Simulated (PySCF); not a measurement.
# SnHF + H₂O → H₂SnO + HF

Level: PBE0 in the def2-TZVP basis family, computed in PySCF with density fitting; scalar-relativistic core potentials for atoms from Rb on, none lighter, no spin–orbit coupling; open shells unrestricted.

| species | state and structure | E (Eh) | ZPE (kJ/mol) | H(298 K) − H(0) (kJ/mol) | S° (J/(mol K)) |
| --- | --- | --- | --- | --- | --- |
| SnHF | singlet, Cs, Sn–F 1.945 Å, Sn–H 1.785 Å; F–Sn–H 93.3° | -314.71496 | 17.4 | 10.8 | 262.1 |
| H₂O | singlet, C2v, O–H 0.960 Å (×2); H–O–H 105.1° | -76.37736 | 56.5 | 9.9 | 188.7 |
| H₂SnO | singlet, C2v, Sn–H 1.713 Å (×2), Sn–O 1.820 Å; H–Sn–H 111.8°, H–Sn–O 124.1° (×2) | -290.60456 | 37.4 | 11.8 | 260.3 |
| HF | singlet, C∞v, H–F 0.920 Å | -100.39188 | 24.9 | 8.7 | 173.6 |

Problem. What is the electronic reaction energy?

Solution. At PBE0/def2-TZVP, ΔE = 251.7 kJ/mol from the differences of the total energies times 2625.5, uphill. 

Problem. Add zero-point, thermal and entropy terms for 298.15 K and 1 bar.

Solution. ΔZPE = -11.6 and Δ[H(298) − H(0)] = -0.2 kJ/mol give ΔH° = 239.9 kJ/mol. ΔS° = -16.9 J/(mol K), so ΔG° = 239.9 − 298.15 × (-0.0169) = 245 kJ/mol.

Only the bonding shown was studied: isomers, or loss of a ligand pair, can lie lower.
